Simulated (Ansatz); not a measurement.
`C[Si](C)(C)[Al]([F])[F]` and `C[Si](C)(C)CBCl` differ in one atom or group.

Ansatz, PBE0-D4/def2-TZVP geometries, multiplicity 1. Each molecule was computed in one conformer, which needn't be the lowest.

| property | `C[Si](C)(C)[Al]([F])[F]` |
| --- | --- |
| HOMO energy (PBE0/def2-TZVPP) / eV | -7.66 |
| size of the dipole moment (B3LYP/def2-TZVPP) / D | 3.21 |
| HOMO–LUMO gap (PBE0/def2-TZVPP) / eV | 6.57 |
| size of the dipole moment (PBE/def2-TZVPP) / D | 3.23 |
| HOMO–LUMO gap (B3LYP/def2-TZVPP) / eV | 6.21 |
| LUMO energy (PBE0/def2-TZVPP) / eV | -1.08 |

(1) Give the same properties after the change, and the shifts. (Best estimate.)

Answers

(1) Computed: 
```
                                        property  `C[Si](C)(C)CBCl`  shift
              HOMO energy (PBE0/def2-TZVPP) / eV              -8.06  -0.40
size of the dipole moment (B3LYP/def2-TZVPP) / D               1.99  -1.22
            HOMO–LUMO gap (PBE0/def2-TZVPP) / eV               7.09   0.52
  size of the dipole moment (PBE/def2-TZVPP) / D               2.03  -1.20
           HOMO–LUMO gap (B3LYP/def2-TZVPP) / eV               6.68   0.47
              LUMO energy (PBE0/def2-TZVPP) / eV              -0.97   0.11
```

With PBE0 the HOMO falls by 0.40 eV and the LUMO rises by 0.11 eV, so the gap widens by about 0.51 eV. PBE moves the HOMO by -0.20 eV and ωB97M-V by -0.62 eV. Dipoles are sizes alone; their direction can turn.

B3LYP here is the variant with VWN-RPA as its local correlation; programs differ in this.
